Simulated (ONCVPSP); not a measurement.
u(r) = r·R(r): atom against pseudo-atom (germanium)

Columns: radius, all-electron u(r) and pseudo u(r) of the 3s shell (level -167.73 eV) of germanium in the configuration [Ne] 3s2 3p6 3d10 4s2 4p2; LDA (Perdew-Zunger), scalar-relativistic, ONCV scheme, ONCVPSP 4.0.1.

| r (bohr) | all-electron | pseudo |
| --- | --- | --- |
| 0.053 | 0.1262 | 0.1650 |
| 0.105 | -0.5926 | 0.3273 |
| 0.158 | -0.7436 | 0.4929 |
| 0.210 | -0.4367 | 0.6539 |
| 0.262 | 0.0490 | 0.8099 |
| 0.315 | 0.5383 | 0.9579 |
| 0.368 | 0.9305 | 1.0874 |
| 0.420 | 1.1961 | 1.1896 |
| 0.473 | 1.3510 | 1.2624 |
| 0.525 | 1.4105 | 1.2997 |
| 0.578 | 1.4019 | 1.3028 |
| 0.630 | 1.3459 | 1.2730 |
| 0.683 | 1.2586 | 1.2137 |
| 0.735 | 1.1562 | 1.1329 |
| 0.788 | 1.0448 | 1.0351 |
| 0.840 | 0.9350 | 0.9318 |
| 0.893 | 0.8270 | 0.8262 |
| 0.945 | 0.7277 | 0.7274 |
| 0.998 | 0.6347 | 0.6345 |
| 1.050 | 0.5521 | 0.5519 |
| 1.102 | 0.4781 | 0.4779 |
| 1.155 | 0.4113 | 0.4111 |
| 1.208 | 0.3526 | 0.3525 |
| 1.260 | 0.3023 | 0.3022 |
| 1.313 | 0.2578 | 0.2577 |
| 1.365 | 0.2200 | 0.2199 |

(1) How many radial nodes do the two functions have?

(2) At about which radius was the pseudo-wave matched?

(3) Where does each function peak?

(4) Is the pseudo-wave norm-conserving?

## Answers

(1) The all-electron 3s function has n − l − 1 = 2; the pseudo-wave has 0, since the states of the same l below it are removed with the core.

(2) 1.05 bohr. The columns agree to 0.0005 from 0.94 bohr on; several derivatives are matched, so the curves merge somewhat inside the radius.

(3) Outermost all-electron maximum near 0.53 bohr, pseudo maximum near 0.58 bohr (to the table’s step).

(4) Yes: the ONCV scheme keeps the norm inside the radius equal to the all-electron one, which fixes the energy derivative of the logarithmic derivative at the level.
